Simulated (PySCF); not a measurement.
**ZnF⁺, CCSD(T): how much the basis matters**

PySCF, RHF reference; singlet, unpaired electrons none; De to Zn⁺ + F without counterpoise correction. Frozen cores follow the default of each basis and core potential.

| basis | relativity | functions | Re (Å) | ωe (cm⁻¹) | De (eV) | frozen orbitals |
| --- | --- | --- | --- | --- | --- | --- |
| x2c-SVPall | spin-free X2C | 50 | 1.733 | 705 | 2.72 | 6 |
| def2-SVPD | no relativity | 57 | 1.732 | 713 | 3.19 | 6 |
| def2-TZVPPD | no relativity | 107 | 1.715 | 719 | 2.93 | 6 |

Problem. How does each smaller set differ from the one with most functions, def2-TZVPPD?

Solution. x2c-SVPall: +1.8 pm, -1.9 % in ωe, -0.21 eV in De; def2-SVPD: +1.7 pm, -0.8 % in ωe, +0.26 eV in De. All at CCSD(T); the set with most functions is neither the basis-set limit nor always the best. The rows treat relativity differently, so the differences are not basis effects alone.

Correlated steps freeze 6 core orbitals. Correlated levels converge slowly with the basis: in double zeta they bind strong bonds too weakly, by up to about 1 eV, and carry superposition errors of some tenths. For an ion De counts to the pair picked by the measured ionisation energies or electron affinities, which need not be the lowest pair at this level. Where the molecule has an RHF reference, its open-shell atoms are computed with UHF. The CCSD T1 diagnostic is raised in ZnF⁺, a sign that a single reference may not be enough there.
